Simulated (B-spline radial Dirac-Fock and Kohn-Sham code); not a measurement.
Relativistic shifts of the levels of Pm³³⁺

System: promethium as Pm³³⁺, 1s2 2s2 2p6 3s2 3p6 3d10.

Both columns are ΔSCF binding energies of the configuration average from a radial finite-basis atomic code: non-relativistic Hartree-Fock with a point nucleus, and Dirac-Fock with a finite nucleus and the Coulomb interaction alone, averaged over the two j levels with weights 2j+1.

```csv
shell,Hartree-Fock (eV),Dirac-Fock (eV),shift (eV),shift (%)
1s,44254.0,46698.7,+2444.75,+5.52
2s,8110.5,8745.6,+635.04,+7.83
2p,7749.3,7957.9,+208.59,+2.69
3s,2707.2,2866.6,+159.45,+5.89
3p,2549.6,2611.9,+62.33,+2.44
3d,2264.8,2262.6,-2.22,-0.10
```

Relativity binds 1s, 2s, 2p, 3s, 3p more strongly, among those listed most of all 2s in relative terms, and 3d more weakly, because the contracted s and p shells screen the nucleus better.

Values without a named source are computed, but for edge energies of neutral atoms, which are taken from tables.
